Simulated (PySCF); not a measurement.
**Question.** Write Cartesian coordinates for InChI=1S/C7H7NO/c1-6-2-3-8-4-7(6)5-9/h2-5H,1H3 as optimised with PBE0-D3(BJ)/def2-SVP.

**Answer.** 
```xyz
16
C7H7NO angstrom
C     -1.5228    1.4135   -0.1095
C     -0.2822    0.5766    0.0019
C      0.9815    1.1645   -0.0848
C      2.1234    0.3730    0.0200
N      2.0974   -0.9463    0.2030
C      0.9030   -1.5149    0.2870
C     -0.3110   -0.8185    0.1954
C     -1.5701   -1.5887    0.3066
O     -1.6188   -2.7828    0.4717
H     -1.2645    2.4708   -0.2559
H     -2.1439    1.3412    0.7965
H     -2.1487    1.0995   -0.9589
H      1.0783    2.2426   -0.2346
H      3.1149    0.8364   -0.0484
H      0.8645   -2.5995    0.4377
H     -2.5122   -0.9926    0.2278
```

Any rigid rotation of these coordinates is as good. Atoms count from 1 in this order. The 6-membered ring C2–C3–C4–N5–C6–C7 has internal angles of 116.4° to 124.2° (sum 720°, against 720° for a flat polygon); it is planar, 0.00 Å rms from its mean plane, widest ring torsion 0°. The C–C distances run from 1.393 Å (C3–C4, aromatic) to 1.501 Å (C1–C2, drawn single), a spread of 0.108 Å. Of the pairs four or more bonds apart, C1···H16 is among the closest relative to their van der Waals radii: 2.62 Å, 90 % of the sum of Bondi's values. The 9 heavy atoms lie in one plane (0.000 Å rms).

Bonds between heavy atoms (Å): C1–C2 1.501, C2–C3 1.397, C3–C4 1.393, C4–N5 1.332, N5–C6 1.326, C6–C7 1.403, C7–C8 1.480, C8=O9 1.206, C2–C7 1.409.

Computed with PySCF, PBE0-D3(BJ)/def2-SVP geometry optimisation, gas phase.

Point group: Cs (every atom within 0.08 Å of its image). Whether it is a minimum is left open (no frequencies). The numbers are those of one conformer (C6–C7–C8–O9 0°).
